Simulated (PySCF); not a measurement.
**From computed data to an observable: chemical shift, span and skew from a shielding tensor**

2-pyrimidin-2-yl-1,3-thiazole (C7H5N3S), SMILES c1(-c2nccs2)ncccn1. Atoms are numbered in the order given.

```xyz
16

C     -0.1152    -3.3780     0.0000
C      1.1389    -2.7608     0.0000
N      1.2848    -1.4377     0.0000
C      0.1605    -0.7116     0.0000
C      0.2758     0.7559     0.0000
N      1.3839     1.4443     0.0000
C      1.1327     2.7844     0.0000
C     -0.1973     3.1384     0.0000
S     -1.1891     1.7285     0.0000
N     -1.0896    -1.2014     0.0000
C     -1.2216    -2.5252     0.0000
H     -0.2240    -4.4636     0.0000
H      2.0591    -3.3571     0.0000
H      1.9643     3.4915     0.0000
H     -0.6267     4.1388     0.0000
H     -2.2436    -2.9215     0.0000
```
Charge 0, spin multiplicity 1.

Geometry optimised at B3LYP-D3(BJ)/def2-SVP. Other conformers were not sampled.

GIAO shieldings from PBE0/pcSseg-1 run with PySCF, non-relativistic, no solvent. The symmetric part of the tensor of C1 has the principal values -55.9, 59.0, 173.2 ppm. The same nucleus in TMS has σ = 186.3 ppm at this level (PySCF, at its B3LYP-D3(BJ)/def2-TZVP geometry).

Question: Work out the isotropic shielding, the ¹³C shift against TMS, the span and the skew.

Answer: 
σ(iso) = (σ11 + σ22 + σ33)/3 = 58.8 ppm. δ = σ(ref) − σ(iso) = 186.3 − (58.8) = 127.5 ppm.
Span Ω = σ33 − σ11 = 229.1 ppm. Skew κ = 3(σ(iso) − σ22)/Ω = 0.00. Tumbling in solution averages the tensor to δ; in a static solid the shielding alone would spread this spin-1/2 line over Ω.
